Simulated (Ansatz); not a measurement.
Program: Ansatz. Geometries: PBE0-D4/def2-TZVP. ΔE: electronic, gas phase. CCSD(T)/CBS adds triple-zeta CCSD(T) − MP2 to the extrapolated MP2 energy (def2 sets, frozen cores). This one scheme is used for every species. DFT in def2-TZVPP. B3LYP here is the variant with VWN-RPA as its local correlation; programs differ in this. One conformer a species, not always the lowest.

`C[SiH](O)C=O` + `O[SiH](O)F` → `C[Si@H](O)O[Si@@H](O)F` + `C=O`  (ligand exchange at the Si–C bond)

`C[SiH](O)C=O`:

Z-matrix (Å, degrees):
```
C
Si 1 1.857
H 1 1.093 2 110.7
H 1 1.092 2 111.2 3 -120.9
H 1 1.093 2 110.1 3 119.2
O 2 1.639 1 112.3 3 179.8
C 2 1.925 1 111.6 3 64.4
H 2 1.489 1 110.0 3 -55.3
H 6 0.964 2 112.3 1 -124.1
O 7 1.211 2 118.0 1 121.8
H 7 1.115 2 123.3 1 -58.2
```

`O[SiH](O)F`:

Cartesian coordinates in Å:
```
O 0.766 1.097 -0.241
Si 0.064 -0.367 -0.107
O -0.691 -0.453 1.323
F -0.955 -0.531 -1.323
H 0.970 1.429 -1.116
H 1.001 -1.496 -0.180
H -1.155 0.321 1.645
```

`C[Si@H](O)O[Si@@H](O)F`:

Cartesian coordinates in Å:
```
C -0.872 1.742 0.959
Si -0.040 0.938 -0.477
O -1.168 0.018 -1.272
O 1.152 -0.057 0.051
Si 1.316 -1.666 0.225
O -0.131 -2.403 0.228
F 2.199 -2.182 -0.994
H -0.147 2.285 1.571
H -1.353 0.990 1.590
H -1.637 2.446 0.624
H 0.559 1.905 -1.429
H -1.097 -0.032 -2.227
H 2.032 -1.999 1.461
H -0.813 -1.986 -0.310
```

`C=O`:

```xyz
4

C     0.000    0.000    0.005
O     0.077    0.042   -1.187
H     0.888    0.124    0.656
H    -0.965   -0.166    0.526
```

```csv
level,ΔE (kJ/mol),difference from CCSD(T)/CBS
PBE-D4,-130.0,17.6
r2SCAN-D4,-143.6,4.0
PBE0-D4,-138.9,8.7
B3LYP-D4,-147.7,-0.1
PBE,-125.2,22.4
r2SCAN,-142.0,5.6
PBE0,-134.3,13.3
HF/def2-TZVPP,-160.8,-13.2
MP2/def2-TZVPP,-151.4,-3.8
SCS-MP2/def2-TZVPP,-152.4,-4.8
CCSD(T)/def2-TZVPP,-148.9,-1.3
HF/def2-QZVPP,-162.5,-14.9
MP2/def2-QZVPP,-151.2,-3.6
SCS-MP2/def2-QZVPP,-152.1,-4.5
MP2/CBS(def2),-150.0,-2.4
CCSD/CBS(def2),-149.6,-2.0
CCSD(T)/CBS,-147.6,0
```

Largest T1 diagnostic among the species: 0.015.

In def2-TZVPP, CCSD(T) changes the Hartree–Fock value by +11.9 kJ/mol (the triples alone add +2.1 kJ/mol) and MP2 by +9.4 kJ/mol. The D4 term adds −7.5 kJ/mol with B3LYP and −4.5 kJ/mol with PBE0; it sums over pairs of atoms, weighted by their polarisabilities, and B3LYP, whose exchange is more repulsive, gets the larger term.
